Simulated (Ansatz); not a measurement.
Ga₆Sb₆, relaxed as a singlet with RKS PBE-D4/def2-SVP in Ansatz, starting from a model built from a lattice or polyhedron. Force threshold 0.03 eV/Å.

In the def2 sets Sb takes a core potential; there is no spin–orbit coupling.

Start:

| atom | x (Å) | y (Å) | z (Å) |
| --- | --- | --- | --- |
| Ga1 | -0.4037 | -3.1928 | -3.1561 |
| Ga2 | -1.4376 | -1.5031 | 2.6152 |
| Ga3 | 2.9678 | -0.5203 | -3.3477 |
| Ga4 | 1.9478 | 1.2046 | 2.4166 |
| Ga5 | -0.5152 | 0.5616 | -1.0765 |
| Ga6 | -1.5453 | 2.2945 | 4.6837 |
| Sb7 | 1.5530 | -2.2971 | -4.6921 |
| Sb8 | 0.4995 | -0.5710 | 1.0789 |
| Sb9 | -1.9221 | -1.2384 | -2.4020 |
| Sb10 | -2.9786 | 0.5114 | 3.3518 |
| Sb11 | 1.4461 | 1.5163 | -2.6225 |
| Sb12 | 0.3883 | 3.2344 | 3.1507 |

```
step   energy (eV)  largest force component (eV/Å)  SCF passes
   1  -353412.0726                           0.893          80
   2  -353412.7573                           0.802          53
   3  -353413.3402                           0.778          48
   4  -353413.9769                           0.793          44
   5  -353414.6568                           0.726          35
   6  -353415.2226                           1.073          42
   7  -353415.7719                           0.775          36
   8  -353416.2214                           0.434          34
   9  -353416.4454                           0.284          36
  10  -353416.7299                           0.391          35
  11  -353417.0543                           0.391          42
  13  -353417.6327                           0.240          34
  15  -353417.9018                           0.220          33
  17  -353418.2327                           0.160          33
  19  -353418.4355                           0.153          31
  21  -353418.5106                           0.217          31
  23  -353418.5401                           0.092          25
  25  -353418.5943                           0.156          30
  27  -353418.7570                           0.217          30
  29  -353418.8230                           0.217          26
  31  -353418.8319                           0.076          25
  33  -353418.8463                           0.137          31
  35  -353418.9383                           0.228          30
  37  -353419.0424                           0.167          29
  39  -353419.0559                           0.099          23
  41  -353419.0586                           0.024          24
```

Force components are those of the run's own axes.

End:

```xyz
12

Ga   -0.493   -2.160   -1.540
Ga   -2.463   -0.936    0.680
Ga    1.988   -0.471   -1.290
Ga    1.433    2.694    0.589
Ga   -0.581    0.760   -0.634
Ga   -0.576    1.157    1.882
Sb    1.721   -2.493   -2.854
Sb    0.608   -1.707    0.908
Sb   -2.647   -0.656   -1.910
Sb   -1.474   -1.054    3.061
Sb    1.459    2.035   -1.954
Sb    1.024    2.830    3.061
```

Bonds lost: Ga4–Sb8 (atoms count from 1). Bonds formed: Ga1–Sb8, Ga2–Sb9, Ga3–Sb8, Ga4–Sb11, Sb8–Sb10 (atoms count from 1). Metal–metal contacts that move far: Ga5–Ga6 6.10 to 2.55 Å.

No frequencies were taken in this run, so the end may be a saddle point.

Hardware: 2 threads of AMD EPYC 7R13 on a shared host and a share (18 GiB) of an NVIDIA H100 80GB HBM3. Wall time 2 min.
